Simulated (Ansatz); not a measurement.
`O=C=[N][SnH2][Cl]` and `O=C=[N][AlH][F]` differ in one atom or group.

Ansatz, PBE0-D4/def2-TZVP geometries, multiplicity 1. Each molecule was computed in one conformer, which needn't be the lowest.

Elements past krypton have def2 core potentials.

| property | `O=C=[N][SnH2][Cl]` |
| --- | --- |
| LUMO energy (PBE/def2-TZVPP) / eV | -2.24 |
| size of the dipole moment (ωB97M-V/def2-TZVPP) / D | 3.59 |
| HOMO–LUMO gap (PBE0/def2-TZVPP) / eV | 7.23 |
| HOMO energy (PBE/def2-TZVPP) / eV | -7.17 |
| zero-point energy (PBE0-D4/def2-TZVP) / kJ/mol | 74.5 |
| LUMO energy (PBE0/def2-TZVPP) / eV | -1.32 |

Question: Give the same properties after the change, and the shifts. (Best estimate.)

Answer: Ansatz gave: 
| property | `O=C=[N][AlH][F]` | shift |
| --- | --- | --- |
| LUMO energy (PBE/def2-TZVPP) / eV | -2.08 | 0.16 |
| size of the dipole moment (ωB97M-V/def2-TZVPP) / D | 1.65 | -1.94 |
| HOMO–LUMO gap (PBE0/def2-TZVPP) / eV | 7.67 | 0.44 |
| HOMO energy (PBE/def2-TZVPP) / eV | -7.56 | -0.39 |
| zero-point energy (PBE0-D4/def2-TZVP) / kJ/mol | 61.1 | -13.4 |
| LUMO energy (PBE0/def2-TZVPP) / eV | -1.30 | 0.02 |

The zero-point energy changes by -13.4 kJ/mol with -3 modes. Dipoles are sizes alone; their direction can turn.
